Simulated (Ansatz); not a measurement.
Molecule: CH₇S₃Si, net charge 1, singlet state. SMILES: C[Si](S)(S)[SH2+]

Atoms: C1, Si2, S3, S4, S5, H6, H7, H8, H9, H10, H11, H12. Bonds: C1-Si2, C1-H6, C1-H7, C1-H8, Si2-S3, Si2-S4, Si2-S5, S3-H9, S4-H10, S5-H11, S5-H12.

Bond lengths (Å) and angles (degrees) optimised at HF/3-21G with Ansatz (a first-principles code); B3LYP/LANL2DZ with Ansatz; MP2/6-31G* with Ansatz, each started from the B3LYP-D3(BJ)/def2-TZVP structure (Ansatz) of the last column. A row stands for all coordinates that are equal there; 11 of 26 kinds are shown. 6-31G* holds six Cartesian d functions. No wavenumbers were computed at B3LYP/LANL2DZ, MP2/6-31G*, so these may be saddle points.

```json
[
 {"coordinate": "C1-Si2", "HF/3-21G": "1.874", "B3LYP/LANL2DZ": "1.864", "MP2/6-31G*": "1.849", "B3LYP-D3(BJ)/def2-TZVP": "1.842"},
 {"coordinate": "C1-H6", "HF/3-21G": "1.086", "B3LYP/LANL2DZ": "1.098", "MP2/6-31G*": "1.095", "B3LYP-D3(BJ)/def2-TZVP": "1.092"},
 {"coordinate": "C1-H7", "HF/3-21G": "1.084", "B3LYP/LANL2DZ": "1.096", "MP2/6-31G*": "1.094", "B3LYP-D3(BJ)/def2-TZVP": "1.091"},
 {"coordinate": "Si2-S3", "HF/3-21G": "2.182", "B3LYP/LANL2DZ": "2.199", "MP2/6-31G*": "2.100", "B3LYP-D3(BJ)/def2-TZVP": "2.103"},
 {"coordinate": "Si2-S4", "HF/3-21G": "2.181", "B3LYP/LANL2DZ": "2.198", "MP2/6-31G*": "2.099", "B3LYP-D3(BJ)/def2-TZVP": "2.101"},
 {"coordinate": "Si2-S5", "HF/3-21G": "2.620", "B3LYP/LANL2DZ": "2.642", "MP2/6-31G*": "2.379", "B3LYP-D3(BJ)/def2-TZVP": "2.415"},
 {"coordinate": "S3-H9", "HF/3-21G": "1.351", "B3LYP/LANL2DZ": "1.380", "MP2/6-31G*": "1.345", "B3LYP-D3(BJ)/def2-TZVP": "1.346"},
 {"coordinate": "S5-H11", "HF/3-21G": "1.347", "B3LYP/LANL2DZ": "1.377", "MP2/6-31G*": "1.344", "B3LYP-D3(BJ)/def2-TZVP": "1.347"},
 {"coordinate": "C1-Si2-S3", "HF/3-21G": "115.5", "B3LYP/LANL2DZ": "113.5", "MP2/6-31G*": "113.4", "B3LYP-D3(BJ)/def2-TZVP": "114.1"},
 {"coordinate": "C1-Si2-S4", "HF/3-21G": "114.1", "B3LYP/LANL2DZ": "113.1", "MP2/6-31G*": "111.8", "B3LYP-D3(BJ)/def2-TZVP": "113.4"},
 {"coordinate": "C1-Si2-S5", "HF/3-21G": "95.7", "B3LYP/LANL2DZ": "96.3", "MP2/6-31G*": "98.1", "B3LYP-D3(BJ)/def2-TZVP": "98.9"}
]
```

Mean signed difference of all 11 bond lengths from B3LYP-D3(BJ)/def2-TZVP: HF/3-21G 0.035 Å, B3LYP/LANL2DZ 0.053 Å, MP2/6-31G* -0.003 Å.
